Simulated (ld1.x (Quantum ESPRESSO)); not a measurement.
Transferability test, PAW potential for Ru (Z = 44)

Ru (Z = 44), PAW, made with ld1.x (Quantum ESPRESSO) 7.5 (PBE, scalar-relativistic). Core [Ar] 3d10, reference 4s2 4p6 4d6 5s0 5p0 (charge +2). Waves: 4s (bound): rcut 1.45, rcutus 1.95 bohr; 5s (bound, empty): rcut 1.45, rcutus 1.95 bohr; 4p (bound): rcut 1.75, rcutus 2.25 bohr; 5p (bound, empty): rcut 1.75, rcutus 2.25 bohr; 4d (bound): rcut 1.65, rcutus 2.25 bohr; 4d channel at -1.45 Ry: rcut 1.65, rcutus 2.25 bohr. Local part: all-electron potential smoothed inside 2.25 bohr (lloc = -1). Core correction: a·sin(br)/r model core, default radius (core density twice the valence density). Augmentation charge: BESSEL, radius 1.30 bohr.

Energies are relative to the spin-unpolarised reference configuration 4s2 4p6 4d6 5s0 5p0; without spin polarisation the order of configurations can differ from experiment.

```
valence configuration  charge  ΔE all-electron (eV)  error AE − PS (meV)
  4s2 4p6 4d7 5s1 5p0       0               -25.479                 +9.3
  4s2 4p6 4d7 5s0 5p0      +1               -18.186                 +1.5
  4s2 4p6 4d5 5s0 5p0      +3                30.623                 -0.8
  4s2 4p6 4d7 5s0 5p1       0               -22.017                 -1.1
  4s2 4p6 4d6 5s1 5p0      +1               -15.367                 +4.9
  4s1 4p6 4d7 5s1 5p0      +1                57.211                  -58
```

**Question.** What are ΔE and the potential's error for 4s2 4p6 4d8 5s0 5p0?

**Answer.** ΔE = -25.811 eV all-electron; the error (AE − PS) is +2.4 meV.

Levels in the configuration 4s2 4p6 4d5 5s0 5p0:

```json
{"level": "4s", "all-electron (eV)": "-111.075", "pseudo (eV)": "-111.090"}
{"level": "4p", "all-electron (eV)": "-80.724", "pseudo (eV)": "-80.723"}
{"level": "4d", "all-electron (eV)": "-37.352", "pseudo (eV)": "-37.349"}
```
